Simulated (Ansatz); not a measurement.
A nudged elastic band was laid between two geometries of CH2BOSi (6 atoms, charge -1, multiplicity 1).

Computed with RKS BLYP-D4/def2-SVP in Ansatz.

```
movable images  : 9
climbing image  : yes
spring          : 5.0 eV/Å²
optimiser       : lbfgs
start path      : through a guess of the saddle point
force threshold : 0.05 eV/Å
iteration limit : 60
end points      : relaxed
largest step    : 0.5 Å
```

First end point:

```xyz
6
Properties=species:S:1:pos:R:3
O -1.128 -2.456 0.101
Si -0.608 -0.967 0.018
C 0.841 0.081 0.106
B -0.377 0.930 -0.148
H 1.924 0.298 0.231
H -0.652 2.114 -0.308
```

Last end point:

```xyz
6
Properties=species:S:1:pos:R:3
O -1.131 -1.963 0.050
Si -0.720 -0.446 -0.052
C 0.875 0.349 0.083
B 1.049 1.803 -0.044
H 1.758 -0.295 0.270
H -1.832 0.553 -0.307
```

(1) What changes between the two ends?

(2) Give the energies along the band, and the barrier.

(3) What is the geometry of the highest image?

Results:

(1) Bonds broken: Si2–B4, B4–H6. Bonds formed: Si2–H6.

(2) The forces met the threshold. The highest image is number 4 of 0 to 10, 1.91 eV above the first end and 0.76 eV above the last; the last end lies 1.15 eV above the first. Another band between the same ends (9 images) ends at a top of the same energy, where a vibrational analysis finds 1 clearly imaginary mode. The orbitals stay closed-shell, which can raise the energy where a bond breaks towards radicals; this wasn't checked here. Limits of this set-up: an anion without diffuse functions, the dipole of an ion depends on the origin.

```csv
image,path coordinate (Å),energy (eV),Si2–B4 (Å),B4–H6 (Å),Si2–H6 (Å)
0,0.00,0.00,1.92,1.23,3.10
1,0.39,0.21,1.89,1.21,2.91
2,0.78,0.94,1.93,1.18,2.60
3,1.17,1.71,2.09,1.20,2.28
4,1.56,1.91,2.22,1.32,1.93
5,1.83,1.85,2.27,1.50,1.70
6,2.10,1.70,2.39,1.85,1.57
7,2.37,1.48,2.50,2.20,1.52
8,2.64,1.30,2.62,2.54,1.51
9,2.91,1.19,2.73,2.85,1.51
10,3.18,1.15,2.86,3.15,1.52
```

(3) 
```xyz
6
Properties=species:S:1:pos:R:3
O -1.319 -2.095 0.037
Si -0.585 -0.693 -0.008
C 0.936 0.146 0.112
B 0.111 1.411 -0.131
H 2.025 0.101 0.265
H -1.168 1.129 -0.276
```

Run time: 5.5 min on 1 thread of Arm Neoverse V2, with other jobs on the host, peak memory 0.12 GiB.
